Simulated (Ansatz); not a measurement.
Program: Ansatz. Geometries: PBE0-D4/def2-TZVP. ΔE: electronic, gas phase. CCSD(T)/CBS adds triple-zeta CCSD(T) − MP2 to the extrapolated MP2 energy (def2 sets, frozen cores). This one scheme is used for every species. Functionals use def2-TZVPP. B3LYP here is the variant with VWN-RPA as its local correlation; programs differ in this. HSE06 is defined as in plane-wave codes. Triplets are unrestricted, without spin–orbit coupling. Each species was taken in one conformer, which may not be the lowest.

`CC(=O)OC(C)(C)C` → `CC(=O)OC(C)C` + `[CH2]` (triplet)  (formal loss of a carbene)

```
             level  ΔE (kcal/mol)  difference from CCSD(T)/CBS
       LDA (SPW92)          123.1                         17.6
            PBE-D4          105.6                          0.1
         revPBE-D4          103.2                         -2.3
         r2SCAN-D4           99.5                         -6.0
            B97M-V          105.3                         -0.2
          B3LYP-D4          102.6                         -2.9
        r2SCANh-D4           99.1                         -6.4
        r2SCAN0-D4           98.5                         -7.0
          HSE06-D4          103.7                         -1.8
          BHLYP-D4           99.9                         -5.6
      CAM-B3LYP-D4          103.9                         -1.6
           ωB97X-V          107.5                          2.0
           ωB97M-V          105.8                          0.3
          PBE-QIDH          103.8                         -1.7
            revPBE           95.7                         -9.8
              BLYP           97.1                         -8.4
            r2SCAN           98.8                         -6.7
              PBE0          101.5                         -4.0
             B3LYP           98.6                         -6.9
           r2SCANh           98.3                         -7.2
           r2SCAN0           97.7                         -7.8
             HSE06          101.6                         -3.9
             BHLYP           97.1                         -8.4
         CAM-B3LYP          101.7                         -3.8
           LC-ωPBE          101.0                         -4.5
RPA@PBE/def2-TZVPP          101.3                         -4.2
       HF/def2-SVP           69.6                        -35.9
      MP2/def2-SVP          104.5                         -1.0
     CCSD/def2-SVP           99.6                         -5.9
  CCSD(T)/def2-SVP          102.1                         -3.4
    MP2/def2-TZVPP          106.3                          0.8
SCS-MP2/def2-TZVPP          105.7                          0.2
   CCSD/def2-TZVPP           99.7                         -5.8
CCSD(T)/def2-TZVPP          102.9                         -2.6
     HF/def2-QZVPP           67.3                        -38.2
    MP2/def2-QZVPP          107.8                          2.3
SCS-MP2/def2-QZVPP          107.5                          2.0
      HF/CBS(def2)           67.3                        -38.2
     MP2/CBS(def2)          108.9                          3.4
    CCSD/CBS(def2)          102.3                         -3.2
       CCSD(T)/CBS          105.5                            0
```

Largest T1 diagnostic among the species: 0.013.

From r2SCAN to r2SCAN0 (25 % exact exchange), in def2-TZVPP and without D4, ΔE moves by −1.1 kcal/mol. At CCSD(T), def2-SVP lies −3.4 kcal/mol from the extrapolated value and def2-TZVPP −2.6 kcal/mol.

CCSD(T)/CBS has its own doubt, a few kJ/mol and more with outer-core shells, so smaller differences from it don't rank the levels.
